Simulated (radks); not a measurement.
Values are calculated unless marked as measured or tabulated.
Effect of the nuclear size on neutral lanthanum, [Xe] 5d1 6s2. Code: a radial shooting solver on a logarithmic mesh with Libxc functionals. Model: Dirac Kohn-Sham, LDA (Slater exchange, Perdew-Wang correlation), spin-unpolarised, spherical densities, finite nucleus; open shells fill j = l - 1/2 first; Fermi nuclear charge, rms radius 4.855 fm. The rms radius is varied about that value; shifts are against it.

rms radius (fm)	total energy shift (eV)	density at nucleus (e/bohr^3)	1s1/2 shift (meV)	2s1/2 shift (meV)	5p1/2 shift (meV)	6s1/2 shift (meV)	5d3/2 shift (meV)	6p1/2 (empty) shift (meV)
4.2967	-2.02	3.589e+05	-841	-102	0.143	-0.047	0.086	0.036
4.4326	-1.55	3.567e+05	-644	-78.0	0.110	-0.036	0.066	0.027
4.855	0	3.503e+05	0.000	0.000	0.000	0.000	0.000	0.000
5.1075	0.979	3.467e+05	407	49.3	-0.069	0.023	-0.042	-0.017
5.7823	3.79	3.382e+05	1580	191	-0.268	0.088	-0.161	-0.067

Slopes of the eigenvalues against <r^2> in GHz/fm^2, as finite differences over the two radii next to the reference (eigenvalue slopes, not the field-shift constants of lines): 1s1/2 39500, 2s1/2 4780, 5p1/2 -6.71, 6s1/2 2.20, 5d3/2 -4.03, 6p1/2 (empty) -1.68.
